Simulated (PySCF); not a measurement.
Isomers of C5H12N2OSi2.

All values: PBE0/pcSseg-1 (PySCF) at GFN2-xTB geometries, gas phase, one conformer each.

Task: Rank by HOMO–LUMO gap, lowest first.
A. `[CH2:1]=[C:2]([CH2:3][C:4]#[N:5])[Si@@H:6]([OH:7])[SiH2:8][NH:9][CH3:10]` with C1–C2–C3–C4 118°, C1–C2–Si6–O7 155°, C2–Si6–O7–H 165°, C2–Si6–Si8–N9 -86°, Si6–Si8–N9–C10 -175°
B. `[CH3:1][N:2]([CH3:3])[C:4](=[O:5])[Si@:6]([CH3:7])([SiH3:8])[C:9]#[N:10]` with C1–N2–C4–O5 180°, N2–C4–Si6–C7 -66°
C. `[H]/[N:7]=[CH:6]/[C:5]([NH:4][C:2]([CH3:1])=[O:3])=[CH:8]/[SiH2:9][SiH3:10]` with C1–C2–N4–C5 175°, C2–N4–C5–C6 29°, N4–C5–C6–N7 -164°, C5–C8–Si9–Si10 63°
D. `[CH3:1][C:2](=[O:3])[NH:4][SiH2:5][CH2:6][SiH2:7][CH2:8][C:9]#[N:10]` with C1–C2–N4–Si5 176°, C2–N4–Si5–C6 61°, N4–Si5–C6–Si7 50°, Si5–C6–Si7–C8 -68°, C6–Si7–C8–C9 89°

Result: C (5.17 eV), A (5.71 eV), B (6.29 eV), D (7.72 eV).

Task: Rank by the highest Hirshfeld charge on any atom, lowest value first.
A. `[H]/[N:7]=[CH:6]/[C:5]([NH:4][C:2]([CH3:1])=[O:3])=[CH:8]/[SiH2:9][SiH3:10]` with C1–C2–N4–C5 175°, C2–N4–C5–C6 29°, N4–C5–C6–N7 -164°, C5–C8–Si9–Si10 63°
B. `[CH3:1][C:2](=[O:3])[NH:4][SiH2:5][CH2:6][SiH2:7][CH2:8][C:9]#[N:10]` with C1–C2–N4–Si5 176°, C2–N4–Si5–C6 61°, N4–Si5–C6–Si7 50°, Si5–C6–Si7–C8 -68°, C6–Si7–C8–C9 89°
C. `[CH3:1][N:2]([CH3:3])[C:4](=[O:5])[Si@:6]([CH3:7])([SiH3:8])[C:9]#[N:10]` with C1–N2–C4–O5 180°, N2–C4–Si6–C7 -66°

Result: A (+0.238 e), C (+0.333 e), B (+0.374 e).

Task: Rank by HOMO energy, lowest first.
A. `[CH2:1]=[C:2]([CH2:3][C:4]#[N:5])[Si@@H:6]([OH:7])[SiH2:8][NH:9][CH3:10]` with C1–C2–C3–C4 118°, C1–C2–Si6–O7 155°, C2–Si6–O7–H 165°, C2–Si6–Si8–N9 -86°, Si6–Si8–N9–C10 -175°
B. `[CH3:1][N:2]([CH3:3])[C:4](=[O:5])[Si@:6]([CH3:7])([SiH3:8])[C:9]#[N:10]` with C1–N2–C4–O5 180°, N2–C4–Si6–C7 -66°
C. `[H]/[N:7]=[CH:6]/[C:5]([NH:4][C:2]([CH3:1])=[O:3])=[CH:8]/[SiH2:9][SiH3:10]` with C1–C2–N4–C5 175°, C2–N4–C5–C6 29°, N4–C5–C6–N7 -164°, C5–C8–Si9–Si10 63°
D. `[CH3:1][C:2](=[O:3])[NH:4][SiH2:5][CH2:6][SiH2:7][CH2:8][C:9]#[N:10]` with C1–C2–N4–Si5 176°, C2–N4–Si5–C6 61°, N4–Si5–C6–Si7 50°, Si5–C6–Si7–C8 -68°, C6–Si7–C8–C9 89°

Result: D (-7.63 eV), B (-7.27 eV), C (-6.83 eV), A (-6.52 eV).

All values together:

```tsv
SMILES	μ (D)	HOMO (eV)	LUMO (eV)	lowest IAO charge (e)	highest IAO charge (e)	lowest Hirshfeld charge (e)	highest Hirshfeld charge (e)
[H]/N=C/C(=C/[SiH2][SiH3])NC(C)=O	2.91	-6.83	-1.66	-0.483 (C)	+0.441 (C)	-0.262 (O)	+0.238 (Si)
CN(C)C(=O)[Si@](C)([SiH3])C#N	3.64	-7.27	-0.98	-0.693 (C)	+0.692 (Si)	-0.267 (O)	+0.333 (Si)
C=C(CC#N)[Si@@H](O)[SiH2]NC	2.04	-6.52	-0.81	-0.793 (O)	+0.851 (Si)	-0.295 (O)	+0.324 (Si)
CC(=O)N[SiH2]C[SiH2]CC#N	1.50	-7.63	0.09	-0.839 (C)	+0.888 (Si)	-0.271 (O)	+0.374 (Si)
```

Conformers: `[H]/[N:7]=[CH:6]/[C:5]([NH:4][C:2]([CH3:1])=[O:3])=[CH:8]/[SiH2:9][SiH3:10]` with C1–C2–N4–C5 175°, C2–N4–C5–C6 29°, N4–C5–C6–N7 -164°, C5–C8–Si9–Si10 63°; `[CH3:1][N:2]([CH3:3])[C:4](=[O:5])[Si@:6]([CH3:7])([SiH3:8])[C:9]#[N:10]` with C1–N2–C4–O5 180°, N2–C4–Si6–C7 -66°; `[CH2:1]=[C:2]([CH2:3][C:4]#[N:5])[Si@@H:6]([OH:7])[SiH2:8][NH:9][CH3:10]` with C1–C2–C3–C4 118°, C1–C2–Si6–O7 155°, C2–Si6–O7–H 165°, C2–Si6–Si8–N9 -86°, Si6–Si8–N9–C10 -175°; `[CH3:1][C:2](=[O:3])[NH:4][SiH2:5][CH2:6][SiH2:7][CH2:8][C:9]#[N:10]` with C1–C2–N4–Si5 176°, C2–N4–Si5–C6 61°, N4–Si5–C6–Si7 50°, Si5–C6–Si7–C8 -68°, C6–Si7–C8–C9 89°.
